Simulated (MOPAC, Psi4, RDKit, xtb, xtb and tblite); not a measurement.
Two geometries of C₂H₇BSi, SMILES B[SiH2]C=C, relaxed at GFN2-xTB with one dihedral held; other torsions can differ between them too.

Structure A

```
11

B     -2.0173     0.4756    -0.5271
Si    -0.6237     0.1107     0.7957
C      0.8667    -0.7063    -0.0526
C      1.3377    -0.3617    -1.2401
H     -2.0017     1.4437    -1.1849
H     -2.8941    -0.2740    -0.7234
H     -0.0785     1.2883     1.5039
H     -0.9855    -0.8189     1.8853
H      1.3756    -1.4955     0.4876
H      2.2030    -0.8320    -1.6852
H      0.8796     0.4155    -1.8321
```

Structure B

```
11

B      2.0265     0.4842    -0.5392
Si     0.6073     0.1803     0.7717
C     -0.8522    -0.7032    -0.0672
C     -1.9671    -1.0484     0.5549
H      2.2343     1.5405    -0.9976
H      2.7001    -0.3925    -0.9237
H      0.0307     1.3810     1.4106
H      0.9946    -0.6731     1.9152
H     -0.7625    -0.9447    -1.1212
H     -2.7833    -1.5546     0.0594
H     -2.1140    -0.8359     1.6013
```

Task: Which is lower in energy at the level DF-MP2 (frozen core)/cc-pVTZ // GFN2-xTB run with Psi4 1.11, and by how much?

Result: A is lower, by 1.16 kcal/mol (dihedral B1–Si2–C3–C4: 40° in A, 180° in B).

E(B) − E(A) in kcal/mol at the other levels, on the same two geometries: GFN2-xTB (xtb and tblite) 0.61; PBE0/def2-TZVP // GFN2-xTB (Psi4) 1.11; PBE0-D3(BJ)/def2-TZVP // GFN2-xTB (Psi4) 1.21; PBE/def2-TZVP // GFN2-xTB (Psi4) 1.10; PBE-D3(BJ)/def2-TZVP // GFN2-xTB (Psi4) 1.21; HF/cc-pVTZ // GFN2-xTB (Psi4) 1.16; UFF // GFN2-xTB (RDKit) -1.00; PM3, restricted, heats of formation // GFN2-xTB (MOPAC) -0.11; AM1, restricted, heats of formation // GFN2-xTB (MOPAC) 0.00; GFN1-xTB // GFN2-xTB (xtb) 0.62.
